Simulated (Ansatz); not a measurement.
System: C₂H₅GeO₂, charge -1, multiplicity 1. It need not be the lowest isomer of its formula. Whether it binds its extra electron was not tested at this geometry. 
Coordinates optimised at B3LYP-D3(BJ)/def2-TZVP (Ansatz, a first-principles code):
```xyz
10

C      2.6963     0.2652    -0.0590
C      1.3609     0.0107    -0.0740
O      0.7348    -1.0721    -0.4268
O      0.4474     0.9616     0.3195
Ge    -1.0969    -0.0359     0.0498
H      3.3922    -0.4987    -0.3729
H      3.0662     1.2265     0.2648
H     -1.4802    -1.1777     1.0334
H     -1.6188    -0.3081    -1.3894
H     -2.0580     1.1370     0.5257
```
Charge -1, spin multiplicity 1.

Basis-set convergence of Hartree-Fock and CCSD(T) correlation energies (hartree) with Ansatz. Cores are frozen in the correlated levels unless marked. Spin-orbit coupling is left out. The frozen core is the preceding noble-gas configuration, with the filled d and f shells of earlier blocks. Non-relativistic. This anion needs diffuse functions, which these sets lack.

| basis | functions | E(HF) | E(corr, CCSD(T)) |
|---|---|---|---|
| cc-pVDZ | 108 | -2303.72210 | -0.80873 |
| cc-pVTZ | 233 | -2303.87247 | -1.00432 |
| cc-pVQZ | 438 | ___ | ___ |

Complete the blanks.


- cc-pVQZ, E(HF): -2303.89555
- cc-pVQZ, E(corr, CCSD(T)): -1.06845
